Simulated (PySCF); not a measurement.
Radial density of Nb (niobium, neutral)

UHF, [Kr] 4d3 5s1 5p1, one real determinant (an excited configuration). All numbers are calculated (PySCF 2.14, a scalar-relativistic core potential, in aug-cc-pVTZ-PP with ECP28MDF (6s6p5d3f2g, 88 functions)). This is the valence pseudo-density: the core potential removes the inner electrons and smooths the orbitals near the nucleus.

```tsv
r (bohr)	4πr²ρ (e/bohr)	4πr²(ρα − ρβ)
0.0366	1.733e-05	0.0000
0.0616	4.520e-05	0.0000
0.104	0.0001678	0.0000
0.174	0.001399	0.0003
0.293	0.02286	0.0045
0.493	0.6397	0.0766
0.829	6.782	0.7211
1.39	7.944	1.7008
2.35	1.931	1.3539
3.95	0.6694	0.6660
6.64	0.1170	0.1170
11.2	0.002639	0.0026
```

⟨L²⟩ = 13.93 against 20 for a pure G term, so this real determinant mixes terms. Energies and moments cover only the electrons outside the core potential.
